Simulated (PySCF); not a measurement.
Al(F)(Cl)(OMe) (CH₃AlClFO), SMILES C[O][Al]([F])[Cl]. Atoms are numbered in the order given.

```xyz
8

Al     0.2792    -0.1111     0.0000
F      1.9353    -0.0379     0.0000
Cl    -0.6404    -1.9779     0.0000
O     -0.6599     1.2740     0.0000
C     -0.5487     2.6699     0.0000
H     -1.0454     3.0921    -0.8911
H      0.5018     3.0140     0.0000
H     -1.0454     3.0921     0.8911
```
Charge 0, spin multiplicity 1.

Geometry: B3LYP-D3(BJ)/def2-SVP. The structure was generated by enumeration; whether it is a known compound was not checked. Other conformers were not sampled.

Level of theory: PBE/def2-TZVP (PySCF).

Symmetry labels are those of the subgroup Cs that the program uses (full group Cs).

Computed valence orbital energies around the gap with their symmetry:
```tsv
orbital	symmetry	energy (eV)
HOMO−7	A'	-11.00
HOMO−6	A'	-9.92
HOMO−5	A"	-9.77
HOMO−4	A'	-9.45
HOMO−3	A"	-8.30
HOMO−2	A'	-8.10
HOMO−1	A'	-7.21
HOMO	A"	-7.13
LUMO	A'	-1.86
LUMO+1	A"	-0.89
LUMO+2	A'	0.54
LUMO+3	A'	1.05
```
